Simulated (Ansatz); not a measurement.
Consider the redistribution: `F[SiH2]O[SiH2]Cl` + `CN[CH2][GeH3]` → `CNC[SiH2]Cl` + `F[SiH2][O][GeH3]`.

Gas-phase electronic energies from Ansatz, PBE0-D4/def2-TZVP geometries. CBS: MP2 limit from def2 TZ/QZ plus the TZ coupled-cluster correction, frozen cores. DFT in def2-TZVPP. B3LYP here is the variant with VWN-RPA as its local correlation; programs differ in this. For Ge outer-core shells are correlated without core-valence functions, which leaves a few kJ/mol of doubt a bond. Scalar relativity is left out up to krypton. Each species was taken in one conformer, which may not be the lowest.

| level | ΔE (kJ/mol) | difference from CCSD(T)/CBS |
| --- | --- | --- |
| PBE-D4 | 63.0 | -10.0 |
| r2SCAN-D4 | 68.7 | -4.3 |
| PBE0-D4 | 65.9 | -7.1 |
| B3LYP-D4 | 68.1 | -4.9 |
| ωB97X-V | 64.8 | -8.2 |
| ωB97M-V | 67.0 | -6.0 |
| B2PLYP | 70.5 | -2.5 |
| PBE | 64.8 | -8.2 |
| r2SCAN | 69.2 | -3.8 |
| B3LYP | 70.7 | -2.3 |
| HF/def2-TZVPP | 72.1 | -0.9 |
| MP2/def2-TZVPP | 71.6 | -1.4 |
| SCS-MP2/def2-TZVPP | 69.8 | -3.2 |
| HF/def2-QZVPP | 72.3 | -0.7 |
| SCS-MP2/def2-QZVPP | 71.4 | -1.6 |
| CCSD/CBS(def2) | 74.4 | 1.4 |
| CCSD(T)/CBS | 73.0 | 0 |

Largest T1 diagnostic among the species: 0.012.
